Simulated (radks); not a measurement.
Values are calculated unless marked as measured or tabulated.
Neutral terbium inside a hard spherical wall (all orbitals vanish at R), configuration held at [Xe] 4f9 6s2 and not refilled when levels cross. Code: a radial shooting solver on a logarithmic mesh with Libxc functionals. Model: scalar-relativistic Kohn-Sham, LDA (Slater exchange, Perdew-Wang correlation), spin-polarised, spherical densities, finite nucleus; open shells are filled with parallel spins first (spin-orbit coupling, left out, can overturn this in heavy ions); Fermi nuclear charge, rms radius 5.06 fm. Eigenvalues in eV for spin up, with the zero of energy where the potential of the charges vanishes at infinity; a dash marks a level that is unbound or too diffuse for the functional's potential to be trusted. A positive occupied level is held by the wall or, in an anion where self-interaction has pushed it up, behind a barrier. The pressure on the wall is -dE/dV.

\begin{tabular}{lrrrrrrrrr}
R (bohr) & E (hartree) & kinetic (hartree) & e(5s) & e(5p) & e(4f) & e(6s) & e(5d, empty) & e(6p, empty) & pressure (GPa) \\ \hline
free & -11700.4548 & 12587.996 & -48.498 & -25.615 & -4.603 & -3.928 & -1.641 & -1.251 & 0 \\
20 & -11700.4548 & 12587.996 & -48.498 & -25.615 & -4.603 & -3.928 & -1.641 & -1.251 & < 0.0001 \\
10 & -11700.4523 & 12588.019 & -48.336 & -25.455 & -4.443 & -3.799 & -1.488 & -0.906 & 0.0563 \\
7 & -11700.4119 & 12588.243 & -47.243 & -24.388 & -3.359 & -2.677 & -0.430 & 1.124 & 1.91 \\
5 & -11700.1604 & 12589.259 & -44.437 & -21.715 & -0.462 & 1.983 & 2.754 & 8.345 & 28.3 \\
4 & -11699.5678 & 12591.507 & -40.789 & -18.258 & 3.593 & 10.831 & 7.565 & 20.720 & 156 \\
3.5 & -11698.7745 & 12594.520 & -37.211 & -14.725 & 7.801 & 21.152 & 12.649 & 34.148 & 436 \\
2.5 & -11692.3835 & 12617.341 & -18.096 & 6.387 & 30.471 & 85.883 & 42.167 & 110.39 & 5480 \\
\end{tabular}
